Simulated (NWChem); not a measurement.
Species: C₃H₆OSi; SMILES C#CCO[SiH3]

```xyz
11

C      0.3446     3.0852     0.0000
C     -0.0842     1.9539     0.0000
C     -0.6300     0.5987     0.0000
O      0.3924    -0.3604     0.0000
Si     0.1242    -2.0072     0.0000
H      0.7317     4.0876     0.0000
H     -1.2842     0.4855     0.8878
H     -1.2842     0.4855    -0.8878
H      1.4650    -2.6474     0.0000
H     -0.6515    -2.4168     1.2131
H     -0.6515    -2.4168    -1.2131
```
Atoms are numbered in this order, from 1.

Program: NWChem. Pople sets run with spherical d functions. STO-3G and 3-21G are far too small for this property and stand as cheap habits. All runs use the structure optimised with PBE0/def2-SVP. GIAO values for the isolated, static molecule; σ is the absolute isotropic shielding, δ = σ(reference) − σ with the isolated reference molecule computed at the same levels (13C: tetramethylsilane, 1H: tetramethylsilane, 17O: water, 29Si: tetramethylsilane).

Order these runs by computing time, cheapest first, and give rough ratios: B3LYP/6-311G**; Hartree-Fock/STO-3G; Hartree-Fock/6-31G*.

Hartree-Fock/STO-3G (1), Hartree-Fock/6-31G* (6), B3LYP/6-311G** (20). Ratios are rough, from one shared machine; the cheapest took about 10 core-seconds (a rough figure). What differs between the cheapest and the dearest: δ C1 (ppm) 76.9 → 76.3; δ C2 (ppm) 63.8 → 82.4; δ C3 (ppm) 47.8 → 56.0; δ O4 (ppm) -110.9 → 22.3.
